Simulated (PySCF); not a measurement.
Species: C₆H₄ClF.
Geometry (PBE0-D3(BJ)/def2-SVP, Å), atoms numbered from 1 in this order:
```xyz
12
C6H4ClF angstrom
F     -0.6607    2.7078   -0.0498
C     -0.2496    1.4433   -0.0559
C     -1.1940    0.4244   -0.0240
C     -0.7469   -0.8948   -0.0309
C      0.6137   -1.1923   -0.0689
C      1.5327   -0.1436   -0.1001
Cl     3.2261   -0.4961   -0.1475
C      1.1157    1.1863   -0.0941
H     -2.2549    0.6765    0.0057
H     -1.4736   -1.7098   -0.0061
H      0.9682   -2.2235   -0.0744
H      1.8304    2.0090   -0.1183
```

The closed-shell ground state was solved at several levels (PySCF, density fitting, gas phase, non-relativistic).

| level | basis functions | total energy (Eh) | HOMO (eV) | LUMO (eV) | gap (eV) | dipole (D) |
| --- | --- | --- | --- | --- | --- | --- |
| B3LYP/def2-TZVP | 278 | -791.2434 | -7.06 | -1.04 | 6.02 | 1.48 |
| PBE0/6-31G | 84 | -790.4505 | -7.25 | -0.52 | 6.73 | 1.82 |
| PBE0/pcSseg-0 | 84 | -789.2969 | -7.54 | -0.88 | 6.66 | 1.78 |
| PBE0/cc-pVDZ | 136 | -790.5946 | -7.18 | -0.66 | 6.52 | 1.45 |
| PBE0/def2-SVP | 136 | -790.1806 | -7.23 | -0.72 | 6.51 | 1.42 |
| B3LYP/cc-pVTZ | 300 | -791.2386 | -7.04 | -0.99 | 6.05 | 1.48 |
| PBE0/6-31G* | 124 | -790.5412 | -7.08 | -0.47 | 6.61 | 1.56 |
| B97-D/pcSseg-1 | 163 | -790.8231 | -6.22 | -1.63 | 4.59 | 1.43 |
| BHandHLYP/pcSseg-1 | 163 | -790.8422 | -8.26 | 0.14 | 8.40 | 1.67 |
| PBE0/6-311+G(2d,p) | 248 | -790.6732 | -7.31 | -0.92 | 6.39 | 1.54 |

Problem. Estimate the row for PBE0/IGLO-III, a basis of 329 functions; the other rows only guide the guess.

Solution. Total energy -790.7052 Eh, HOMO -7.26 eV, LUMO -0.86 eV, gap 6.40 eV, dipole 1.42 D.

Problem. Over all these levels, which gives the widest orbital gap and which the narrowest?

Solution. BHandHLYP/pcSseg-1 (global hybrid, 50 % exact exchange) has the widest, 8.40 eV, and B97-D/pcSseg-1 (GGA) the narrowest, 4.59 eV. The two share the basis. From the narrowest to the widest the HOMO moves by -2.04 eV and the LUMO by +1.77 eV.

Problem. How much does the basis alone move the frontier levels among the 7 PBE0 rows (the withheld one included)?

Solution. The HOMO by 0.46 eV and the LUMO by 0.45 eV. By rising basis size (HOMO, LUMO in eV): 6-31G -7.25, -0.52; pcSseg-0 -7.54, -0.88; 6-31G* -7.08, -0.47; cc-pVDZ -7.18, -0.66; def2-SVP -7.23, -0.72; 6-311+G(2d,p) -7.31, -0.92; IGLO-III -7.26, -0.86.

Problem. How far do the dipole and the HOMO energy spread over the levels?

Solution. The dipole runs from 1.42 to 1.82 D (mean 1.55 D) and the HOMO from -8.26 to -6.22 eV.

Note: B97-D ran without an empirical dispersion term, which enters the total energy and its gradient alone.
